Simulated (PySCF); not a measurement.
Atom-mapped SMILES (the numbers label the heavy atoms): `[CH2:1]=[C:2]([CH3:3])[SiH:4]([OH:5])[OH:6]`. Each H is labelled by its parent atom. Ha(C1) is cis to C3; Hb(C1) is trans to C3.

Geometry: PBE0-D3(BJ)/def2-SVP; GIAO shifts from PySCF 2.14.0 with density-fitted response routines, gas phase, non-relativistic, averaged over equivalent atoms.

At PBE0/pcSseg-0 (74 basis functions, 6.3 s wall time on 1 thread of an Arm Neoverse V2, shared host):
```tsv
atoms	δ (ppm)
C2	147.9
C1	145.0
C3	25.5
Si4	-20.8
O5/O6	35.8
Ha(C1)	6.28
Hb(C1)	6.23
H(Si4)	5.96
H(C3)	2.16
H(O5)/H(O6)	1.04
```

Scale: ¹³C (σref 193.52), ²⁹Si (σref 348.52), ¹H (σref 32.83) against TMS; H2O for ¹⁷O (σref 337.86) (reference shieldings calculated alike).

Estimate the result of repeating the calculation with PBE0/6-31G*.

## Answers


| atoms | δ at PBE0/6-31G* | change |
| --- | --- | --- |
| C2 | 135.7 | -12.2 |
| C1 | 127.3 | -17.7 |
| C3 | 22.0 | -3.5 |
| Si4 | -8.8 | +12.0 |
| O5/O6 | 41.1 | +5.3 |
| Ha(C1) | 5.73 | -0.55 |
| Hb(C1) | 5.87 | -0.36 |
| H(Si4) | 5.43 | -0.53 |
| H(C3) | 1.91 | -0.25 |
| H(O5)/H(O6) | 1.41 | +0.37 |

Chemical shifts δ = σref − σ; TMS for ¹³C (σref 194.14), ²⁹Si (σref 418.09), ¹H (σref 31.96); ¹⁷O (σref 324.18) against H2O, all at this level.

The largest change is at C1 (terminal =CH2 carbon). Cost: 104 basis functions, 10 s wall time on 1 thread of an Arm Neoverse V2, shared host. The order of the carbon signals is the same at both levels.

Experimental scales use liquid or dissolved standards, which lie at an offset from isolated H2O (liquid H2O: subtract about 36 ppm).
